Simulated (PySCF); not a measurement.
## I (iodine, neutral) across methods

[Kr] 4d10 5s2 5p5, 2P determinant. All numbers are calculated (PySCF 2.14, the spin-free X2C one-electron Hamiltonian (Gaussian nucleus), in aug-cc-pwCVTZ-DK3).

| method | E (hartree) | mean ε 5s β (eV) | mean ε 5p α (eV) | mean ε 5p β (eV) | Σ⟨r²⟩ (bohr²) | ⟨S²⟩ |
| --- | --- | --- | --- | --- | --- | --- |
| UHF | -7112.41797 | -22.672 | -11.429 | -10.424 | 61.98 | 0.761 |
| PBE0 | -7115.01 | -18.673 | -8.612 | -7.882 | 61.42 | 0.754 |
| r2SCAN | -7115.36 | -17.334 | -7.763 | -7.009 | 61.38 | 0.756 |
| PBE | -7114.93 | -16.981 | -7.394 | -6.734 | 61.70 | 0.753 |
| LDA | -7108.84 | -17.308 | -7.507 | -6.885 | 61.57 | 0.751 |
| CAM-B3LYP | -7115.75 | -20.380 | -9.859 | -9.195 | 61.68 | 0.753 |
| M06-2X | -7115.99 | -19.988 | -9.813 | -8.950 | 61.30 | 0.756 |
| wB97M-V | -7114.86 | -21.279 | -10.735 | -10.038 | 61.81 | 0.753 |
